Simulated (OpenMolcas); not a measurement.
## Ionisation energies of silicon

* Program: OpenMolcas
* Basis: ANO-R2 [5s4p3d1f]
* Scalar Hamiltonian: X2C, finite nucleus
* Spin-orbit coupling: RASSI with atomic mean-field integrals over the reference wave functions, term energies averaged over their components

Active shells in each charge state: the valence s, p shells, with orbitals averaged over the low states. Where CASPT2's correlated closed shells are named, they are those of the first ion.

A. CASSCF
B. SS-CASPT2, IPEA 0.25 Eh, imaginary shift 0.1 Eh (closed shells correlated: 2s 2p)
C. SS-CASPT2, IPEA 0 Eh, imaginary shift 0.1 Eh (closed shells correlated: 2s 2p)

Energies in eV between the lowest computed levels (charge -1 gives the electron affinity), named as in B; reference values from the NIST Atomic Spectra Database with their kind.

| From | To | A | B | C | Spin-orbit share in B | Reference |
| --- | --- | --- | --- | --- | --- | --- |
| Si- 3s² 3p³ ⁴S°_3/2 | Si 3s² 3p² ³P₀ | 0.350 | 0.906 | 1.012 | -0.016 |  |
| Si 3s² 3p² ³P₀ | Si+ 3s² 3p ²P°_1/2 | 7.277 | 7.910 | 8.038 | -0.005 | 8.152 (measured) |
| Si+ 3s² 3p ²P°_1/2 | Si2+ 3s² ¹S₀ | 15.231 | 16.020 | 16.157 | +0.021 | 16.346 (measured) |
| Si2+ 3s² ¹S₀ | Si3+ 3s ²S_1/2 | 33.148 | 33.325 | 33.326 | +0.000 | 33.493 (measured) |
| Si3+ 3s ²S_1/2 | Si4+ 2p⁶ ¹S₀ | 44.721 | 44.979 | 44.985 | +0.000 | 45.142 (measured) |

Error against the reference values, in %:

```json
{"From": "Si", "Reference": "measured", "A": "-10.7", "B": "-3.0", "C": "-1.4"}
{"From": "Si+", "Reference": "measured", "A": "-6.8", "B": "-2.0", "C": "-1.2"}
{"From": "Si2+", "Reference": "measured", "A": "-1.0", "B": "-0.5", "C": "-0.5"}
{"From": "Si3+", "Reference": "measured", "A": "-0.9", "B": "-0.4", "C": "-0.3"}
```

Mean absolute error over the 4 measured values: A 0.69 eV, B 0.22 eV, C 0.16 eV. C lies closest.

No diffuse functions were added, so the electron affinity comes out too small, and without dynamic correlation a bound anion can come out unbound.

° marks odd parity.
